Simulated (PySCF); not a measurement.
Structure problem from calculated spectra and properties.

Formula: C2H9ClO2SSi2.

| Property | Result |
| --- | --- |
| 13C NMR | chemical shifts (computed TMS as zero) by class: 77.0 (1 C), -5.0 (1 C) ppm [GIAO PBE0/pcSseg-1] |
| NMR, other nuclei | isotropic shieldings of nuclei other than C and H, by class: 32 (2 O), 409 (2 Si), 158 (1 S), 349 (1 Cl) ppm [GIAO PBE0/pcSseg-1] |
| Rotational structure | rotational constants A, B, C: 1.680, 0.757, 0.626 GHz [GFN2-xTB] |
| 1H NMR | chemical shifts (computed TMS as zero) by class: 4.08 (6 H), 3.77 (2 H), 0.81 (1 H) ppm [GIAO PBE0/pcSseg-1] |
| Dipole | 3.41 D [PBE0/pcSseg-1] |

Gas-phase values; electronic properties from PySCF, density fitting. Levels stand in brackets. Isolated species at its GFN2-xTB geometry (one conformer only). GFN2-xTB frequencies show an imaginary mode (30i cm⁻¹), so this geometry is no minimum at that level. Each NMR value is the plain mean over a class of atoms that symmetry, rotation or inversion makes alike.

Question: What is the compound? Reason from the data.

Answer: Numbering: `[O:1]=[S:2](=[O:3])([Cl:4])[CH2:5][CH:6]([SiH3:7])[SiH3:8]`. 2 carbons fall into 2 classes; from least to most shielded: sp3 carbon bound to sulfur [C5] (77.0 ppm), sp3 carbon bound to silicon [C6] (-5.0 ppm). Hydrogen classes from least to most shielded: 6 H on 2 SiH3 silicons, Si7/Si8 (4.08 ppm), 2 H on an sp3 carbon bound to sulfur, C5 (3.77 ppm), 1 H on an sp3 carbon bound to silicon, C6 (0.81 ppm). The other shieldings belong to: 32 ppm, sulfonyl oxygen [O1/O3]; 409 ppm, SiH3 silicon [Si7/Si8]; 158 ppm, sulfonyl sulfur [S2]; 349 ppm, chlorine bonded to S [Cl4]. The optimised geometry has point group Cs and is an asymmetric top. Structure: `O=S(=O)(Cl)CC([SiH3])[SiH3]`. The assignments are read from this structure; whether some other isomer fits the data as well wasn't checked.

Shape of the structure used: `[O:1]=[S:2](=[O:3])([Cl:4])[CH2:5][CH:6]([SiH3:7])[SiH3:8]`: O1–S2–C5–C6 67°, S2–C5–C6–Si7 -64°.
